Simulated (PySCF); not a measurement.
# BiB, PBE0: how much the basis matters

PySCF, UKS reference; triplet, unpaired electrons σ ↑, π ↑; De to Bi + B without counterpoise correction.

| basis | relativity | functions | Re (Å) | ωe (cm⁻¹) | De (eV) | μ (D) |
| --- | --- | --- | --- | --- | --- | --- |
| cc-pVDZ-PP/cc-pVDZ | scalar-relativistic core potentials | 37 | 2.144 | 626 | 2.09 | -1.23 |
| def2-SVP | scalar-relativistic core potentials | 40 | 2.139 | 635 | 2.16 | -1.26 |
| def2-SVPD | scalar-relativistic core potentials | 52 | 2.139 | 634 | 2.16 | -1.25 |
| aug-cc-pVDZ-PP/aug-cc-pVDZ | scalar-relativistic core potentials | 55 | 2.145 | 623 | 2.10 | -1.20 |
| x2c-TZVPPall | spin-free X2C | 114 | 2.124 | 638 | 2.27 | -1.20 |

Q: How does each smaller set differ from the one with most functions, x2c-TZVPPall?

A: cc-pVDZ-PP/cc-pVDZ: +2.0 pm, -1.9 % in ωe, -0.18 eV in De; def2-SVP: +1.5 pm, -0.5 % in ωe, -0.11 eV in De; def2-SVPD: +1.5 pm, -0.6 % in ωe, -0.11 eV in De; aug-cc-pVDZ-PP/aug-cc-pVDZ: +2.1 pm, -2.4 % in ωe, -0.17 eV in De. All at PBE0; the set with most functions is neither the basis-set limit nor always the best. The rows treat relativity differently, so the differences are not basis effects alone.

A positive dipole means Bi(−)B(+). Spin–orbit coupling is left out, which matters for elements this heavy, above all for dissociation energies. The state is the lowest determinant that a PBE0 search found; another state may lie lower at other levels.
